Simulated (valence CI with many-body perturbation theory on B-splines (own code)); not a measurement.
# E1 transitions of Ga

Calculated by valence CI with perturbative core correlation (CI+MBPT): three valence electrons over a frozen Dirac-Fock core [Ar] 3d10, radial functions for each j: 11 s, 11 p, 10 d, 8 f, 5 g, 2 h, with the one-electron correlation potential Σ1 (screened to all orders), the two-electron term Σ2, the three-electron term Σ3, Breit, model QED; selected single and double excitations, second order for the rest, scaled by the run's own slope (own B-spline code, finite nucleus).

Set against measurement, 7 paired levels are off by 178 cm⁻¹ on average, the worst by 257. These come from a selection out of the NIST Handbook of Basic Atomic Spectroscopic Data. Levels without a partner in it may be off by more.

Lines 1 to 50 of 179 in falling wavelength, among levels below 5.675 eV, chosen from the strongest by gf and those to the six lowest levels. Wavelengths and rates use the calculated energies, so an error of 200 cm⁻¹ moves a line at 4980 nm by 10 % and its rate by three times that or more. Electric multipoles are in the length gauge, E1 and E2 with the static RPA response of the core. Weak lines are less certain than strong ones. Lines between different terms over intervals too small for the method are left out, as are lines whose strength nearly cancels. The highest levels of a list are the least certain.

```csv
λ vac (nm),Upper,Lower,A (s⁻¹),S (a.u.) with core polarisation,S without
4980,4s²8d ²D_3/2,4s²5f ²F°_5/2,5.05e+04,1.23e+01,1.23e+01
4975,4s²8d ²D_5/2,4s²5f ²F°_5/2,2.38e+03,8.67e-01,8.67e-01
4975,4s²8d ²D_5/2,4s²5f ²F°_7/2,4.75e+04,1.73e+01,1.73e+01
4867,4s²6d ²D_3/2,4s²4f ²F°_5/2,2.25e+05,5.11e+01,5.12e+01
4855,4s²6d ²D_5/2,4s²4f ²F°_5/2,1.06e+04,3.59e+00,3.59e+00
4854,4s²6d ²D_5/2,4s²4f ²F°_7/2,2.12e+05,7.19e+01,7.19e+01
4786,4s²9s ²S_1/2,4s²7p ²P°_3/2,1.97e+05,2.14e+01,2.14e+01
4742,4s²9s ²S_1/2,4s²7p ²P°_1/2,1.04e+05,1.10e+01,1.10e+01
4352,4s²6p ²P°_1/2,4s4p² ⁴P_3/2,4.41e+02,3.59e-02,3.59e-02
4277,4s²6p ²P°_3/2,4s4p² ⁴P_3/2,4.30e+01,6.63e-03,6.63e-03
4136,4s²9p ²P°_1/2,4s²6d ²D_3/2,3.21e+04,2.25e+00,2.25e+00
4133,4s²9p ²P°_3/2,4s²6d ²D_5/2,2.60e+04,3.63e+00,3.63e+00
4125,4s²9p ²P°_3/2,4s²6d ²D_3/2,2.75e+03,3.80e-01,3.81e-01
4030,4s²5g ²G_7/2,4s²4f ²F°_5/2,4.03e+06,1.04e+03,1.04e+03
4030,4s²5g ²G_9/2,4s²4f ²F°_7/2,4.18e+06,1.35e+03,1.35e+03
4030,4s²5g ²G_7/2,4s²4f ²F°_7/2,1.49e+05,3.86e+01,3.86e+01
3939,4s²8d ²D_3/2,4s²7p ²P°_3/2,4.01e+04,4.83e+00,4.83e+00
3936,4s²8d ²D_5/2,4s²7p ²P°_3/2,2.38e+05,4.30e+01,4.30e+01
3909,4s²8d ²D_3/2,4s²7p ²P°_1/2,1.96e+05,2.31e+01,2.31e+01
3789,4s²7p ²P°_1/2,4s²5d ²D_3/2,3.41e+05,1.83e+01,1.83e+01
3773,4s²7p ²P°_3/2,4s²5d ²D_5/2,2.91e+05,3.09e+01,3.09e+01
3761,4s²7p ²P°_3/2,4s²5d ²D_3/2,3.18e+04,3.35e+00,3.35e+00
3760,4s²6p ²P°_1/2,4s4p² ⁴P_1/2,5.40e+03,2.83e-01,2.83e-01
3704,4s²6p ²P°_3/2,4s4p² ⁴P_1/2,5.60e+03,5.61e-01,5.62e-01
3596,4s²6p ²P°_1/2,4s²6s ²S_1/2,2.94e+06,1.35e+02,1.35e+02
3545,4s²6p ²P°_3/2,4s²6s ²S_1/2,3.03e+06,2.67e+02,2.67e+02
3486,4s²4f ²F°_7/2,4s4p² ⁴P_5/2,9.37e+03,1.57e+00,1.57e+00
3486,4s²4f ²F°_5/2,4s4p² ⁴P_5/2,6.25e+02,7.85e-02,7.85e-02
3478,4s²8p ²P°_1/2,4s²7s ²S_1/2,1.78e+05,7.37e+00,7.38e+00
3465,4s²8p ²P°_3/2,4s²7s ²S_1/2,1.92e+05,1.57e+01,1.57e+01
3174,4s²6d ²D_3/2,4s²6p ²P°_3/2,2.96e+05,1.87e+01,1.87e+01
3169,4s²6d ²D_5/2,4s²6p ²P°_3/2,1.76e+06,1.66e+02,1.66e+02
3144,4s²5f ²F°_7/2,4s²5d ²D_5/2,1.93e+06,2.37e+02,2.37e+02
3144,4s²5f ²F°_5/2,4s²5d ²D_5/2,1.29e+05,1.18e+01,1.18e+01
3135,4s²5f ²F°_5/2,4s²5d ²D_3/2,1.79e+06,1.64e+02,1.64e+02
3134,4s²6d ²D_3/2,4s²6p ²P°_1/2,1.44e+06,8.77e+01,8.77e+01
2912,4s²4f ²F°_5/2,4s4p² ⁴P_3/2,1.87e+03,1.37e-01,1.37e-01
2792,4s²7d ²D_3/2,4s²4f ²F°_5/2,7.14e+04,3.07e+00,3.07e+00
2790,4s²7d ²D_5/2,4s²4f ²F°_5/2,3.37e+03,2.17e-01,2.17e-01
2790,4s²7d ²D_5/2,4s²4f ²F°_7/2,6.73e+04,4.33e+00,4.33e+00
2625,4s²9p ²P°_1/2,4s²7s ²S_1/2,1.44e+05,2.57e+00,2.57e+00
2620,4s²9p ²P°_3/2,4s²7s ²S_1/2,1.55e+05,5.50e+00,5.50e+00
2606,4s²6g ²G_7/2,4s²4f ²F°_5/2,1.27e+06,8.89e+01,8.89e+01
2606,4s²6g ²G_9/2,4s²4f ²F°_7/2,1.32e+06,1.15e+02,1.15e+02
2606,4s²6g ²G_7/2,4s²4f ²F°_7/2,4.71e+04,3.29e+00,3.29e+00
2539,4s²8s ²S_1/2,4s²6p ²P°_3/2,5.60e+05,9.05e+00,9.04e+00
2513,4s²8s ²S_1/2,4s²6p ²P°_1/2,2.95e+05,4.62e+00,4.62e+00
2362,4s²8p ²P°_1/2,4s²5d ²D_3/2,1.20e+05,1.57e+00,1.57e+00
2361,4s²8p ²P°_3/2,4s²5d ²D_5/2,1.01e+05,2.64e+00,2.64e+00
2356,4s²8p ²P°_3/2,4s²5d ²D_3/2,1.10e+04,2.84e-01,2.85e-01
```
